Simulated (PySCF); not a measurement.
C2H6AlBrO.
Bonds: C1–C2, C2–O3, O3–Al4, Al4–Br5. Hydrogens: H6, H7, H8 on C1; H9, H10 on C2; H11 on Al4.

A GFN2-xTB structure was refined with PySCF, PBE0-D3(BJ)/def2-SVP geometry optimisation, gas phase. Its GFN2-xTB values:

| coordinate | GFN2-xTB |
| --- | --- |
| C1–C2 | 1.488 Å |
| C1–H6 | 1.095 Å |
| C2–O3 | 1.391 Å |
| C2–H9 | 1.077 Å |
| O3–Al4 | 1.688 Å |
| Al4–Br5 | 2.233 Å |
| Al4–H11 | 1.495 Å |
| C1–C2–O3 | 110.2° |
| C2–O3–Al4 | 174.3° |
| O3–Al4–Br5 | 122.7° |

Problem. How do these coordinates change at the PBE0-D3(BJ)/def2-SVP level?

Solution. 
```json
{"coordinate": "Al4–H11", "PBE0-D3(BJ)/def2-SVP (Å or °)": "1.567", "change": "+0.072"}
{"coordinate": "C2–H9", "PBE0-D3(BJ)/def2-SVP (Å or °)": "1.107", "change": "+0.030"}
{"coordinate": "C1–C2", "PBE0-D3(BJ)/def2-SVP (Å or °)": "1.514", "change": "+0.026"}
{"coordinate": "Al4–Br5", "PBE0-D3(BJ)/def2-SVP (Å or °)": "2.255", "change": "+0.022"}
{"coordinate": "C2–O3", "PBE0-D3(BJ)/def2-SVP (Å or °)": "1.401", "change": "+0.010"}
{"coordinate": "C1–H6", "PBE0-D3(BJ)/def2-SVP (Å or °)": "1.102", "change": "+0.007"}
{"coordinate": "O3–Al4", "PBE0-D3(BJ)/def2-SVP (Å or °)": "1.690", "change": "+0.002"}
{"coordinate": "C2–O3–Al4", "PBE0-D3(BJ)/def2-SVP (Å or °)": "134.3", "change": "-40.0"}
{"coordinate": "O3–Al4–Br5", "PBE0-D3(BJ)/def2-SVP (Å or °)": "116.5", "change": "-6.2"}
{"coordinate": "C1–C2–O3", "PBE0-D3(BJ)/def2-SVP (Å or °)": "111.4", "change": "+1.2"}
```

The energy falls by 4.5 kcal/mol over 31 energy and gradient evaluations, the largest force component goes from 0.0264 to 2.0e-04 Eh/bohr, and the atoms move by 0.613 Å rms after alignment. The bond that changes most is Al4–H11 (ends: aluminium bonded to Br, O and H; Al–H hydrogen), which lengthens by 0.072 Å. Bonds longer at the end by more than 0.005 Å: 7 of 10; shorter: 0. Rotational constants go from 9451, 780.2, 757.5 to 4517, 1168, 989.1 MHz.

The run used 122 basis functions and 187 SCF cycles in all. The run took 3.2 min of wall time on one thread of an Arm Neoverse V1, no GPU, shared host with 32 logical CPUs at a one-minute load of 29, and the process peaked at 0.50 GiB of memory.

No PBE0-D3(BJ)/def2-SVP frequencies stand behind this structure, so it isn't proved a minimum. The numbers are those of one conformer.

Conformer computed: `[CH3:1][CH2:2][O:3][AlH:4][Br:5]`: C1–C2–O3–Al4 -92°, C2–O3–Al4–Br5 -4°.
